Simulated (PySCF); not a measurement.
SCF from a fresh guess for singlet SeOBr₂, at the PBE minimum. PySCF input:

```python
from pyscf import gto, scf, dft
mol = gto.M(atom='''
Se    -0.368029    -0.637419     0.575378
O     -1.074071    -1.860269    -0.230400
Br     1.906353    -0.418375    -0.268190
Br    -1.315449     1.441809    -0.268190''',
    basis={'Se': 'def2-SVP', 'O': 'def2-SVP', 'Br': 'def2-SVP'},
    charge=0, spin=0)
mf = dft.RKS(mol, xc='PBE')
mf.grids.atom_grid = (50, 194)
aux = {'Se': 'def2-universal-JKFIT', 'O': 'def2-universal-JKFIT', 'Br': 'def2-universal-JKFIT'}
mf = mf.density_fit(auxbasis=aux)
mf.conv_tol = 1e-08
mf.diis_space = 10
mf.max_cycle = 60
mf.init_guess = 'minao'
mf.verbose = 4
mf.kernel()
```

Excerpt of the output (cycles and frontier levels):

```
init E= -7620.25828439724
  HOMO = -0.289961771397941  LUMO = -0.150556007344066  gap/eV = 3.79342
cycle= 1 E= -7622.63085014954  delta_E= -2.37  |g|= 1.12  |ddm|= 2.66
  HOMO = -0.230364328165435  LUMO = -0.0248944893993426  gap/eV = 5.59112
cycle= 2 E= -7617.28260737909  delta_E= 5.35  |g|= 3.61  |ddm|= 4.91
  HOMO = -0.218246646755625  LUMO = -0.155517219515976  gap/eV = 1.70695
cycle= 3 E= -7622.4615906457  delta_E= -5.18  |g|= 1.16  |ddm|= 4.75
  HOMO = -0.258588077066679  LUMO = -0.140908575325826  gap/eV = 3.20222
cycle= 4 E= -7622.87987409533  delta_E= -0.418  |g|= 0.314  |ddm|= 1.59
  HOMO = -0.269776937781522  LUMO = -0.16430250730541  gap/eV = 2.87011
cycle= 5 E= -7622.90239125995  delta_E= -0.0225  |g|= 0.149  |ddm|= 0.423
  HOMO = -0.26582448868633  LUMO = -0.156774827958972  gap/eV = 2.96739
cycle= 6 E= -7622.90695883087  delta_E= -0.00457  |g|= 0.0414  |ddm|= 0.152
  HOMO = -0.265433460394412  LUMO = -0.157270949568626  gap/eV = 2.94325
cycle= 7 E= -7622.90707549776  delta_E= -0.000117  |g|= 0.0361  |ddm|= 0.0405
  HOMO = -0.265368586576158  LUMO = -0.156775452849205  gap/eV = 2.95497
cycle= 8 E= -7622.90731645483  delta_E= -0.000241  |g|= 0.0164  |ddm|= 0.0192
  HOMO = -0.26588162739361  LUMO = -0.1572129164981  gap/eV = 2.95703
cycle= 9 E= -7622.90737893248  delta_E= -6.25e-05  |g|= 0.00256  |ddm|= 0.0156
  HOMO = -0.265714035845797  LUMO = -0.157065141216446  gap/eV = 2.95649
cycle= 10 E= -7622.90738039042  delta_E= -1.46e-06  |g|= 0.000612  |ddm|= 0.00308
  HOMO = -0.265717862419569  LUMO = -0.157057571981931  gap/eV = 2.95680
cycle= 11 E= -7622.90738045294  delta_E= -6.25e-08  |g|= 0.000343  |ddm|= 0.00124
  HOMO = -0.265718913525014  LUMO = -0.157058421096634  gap/eV = 2.95680
cycle= 12 E= -7622.90738049553  delta_E= -4.26e-08  |g|= 6.54e-05  |ddm|= 0.000676
  HOMO = -0.265718560436003  LUMO = -0.157061115758248  gap/eV = 2.95672
cycle= 13 E= -7622.90738049685  delta_E= -1.32e-09  |g|= 1.5e-05  |ddm|= 0.000103
  HOMO = -0.26572002816606  LUMO = -0.157060940884424  gap/eV = 2.95676
Extra cycle  E= -7622.90738049519  delta_E= 1.65e-09  |g|= 8.34e-05  |ddm|= 0.000103
converged SCF energy = -7622.90738049519
```

No lower solution of this spin was found by a stability analysis within the restricted form, which does not test spin polarisation.

The search for the lowest solution, with the stability check, took 26 s on 2 threads of a shared Arm Neoverse N1 host, with 110 basis functions; the process peaked at 0.33 GiB.
